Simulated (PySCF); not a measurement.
# Electronic structure of Ni⁺ (nickel, charge +1) at the UHF level

Configuration: [Ar] 3d9, 2D determinant. Calculation: PySCF 2.14, in cc-pVTZ-DK; scalar relativity by spin-free X2C-1e.

```json
{
 "Total energy": "-1518.797433 hartree",
 "One-electron energy": "-2106.0561 hartree",
 "Hartree (Coulomb) energy": "649.7327 hartree",
 "Exchange energy": "-62.4740 hartree",
 "⟨S²⟩": "0.7530",
 "⟨L²⟩": "6.021",
 "Sum of ⟨r⟩": "17.45 bohr",
 "Sum of ⟨r²⟩": "19.20 bohr²",
 "Traceless quadrupole moment −½Σ⟨3z² − r²⟩ along its main axis": "-0.463 e·bohr²",
 "Langevin diamagnetic susceptibility": "-15.2 ×10⁻⁶ cm³/mol",
 "Time after the integrals": "0.87 s of wall time on 1 thread of Neoverse-N1 (shared host)"
}
```

```csv
shell,electrons,mean orbital energy (hartree),spread (hartree),"rms radius, mean of both spins (bohr)"
1s α,1,-308.87462,0,0.0624
1s β,1,-308.87395,0,0.0624
2s α,1,-38.70655,0,0.265
2s β,1,-38.67099,0,0.265
2p α,3,-33.17353,0.03649,0.238
2p β,3,-33.13832,0.00075,0.238
3s α,1,-5.13370,0,0.801
3s β,1,-5.03512,0,0.801
3p α,3,-3.46361,0.07793,0.857
3p β,3,-3.34545,0.05365,0.857
3d α,5,-0.79022,0.09543,1.20
3d β,4,-0.73250,0.07548,1.20
```

Densities and radii are taken from the X2C orbitals without a picture-change correction, which distorts them close to the nucleus.
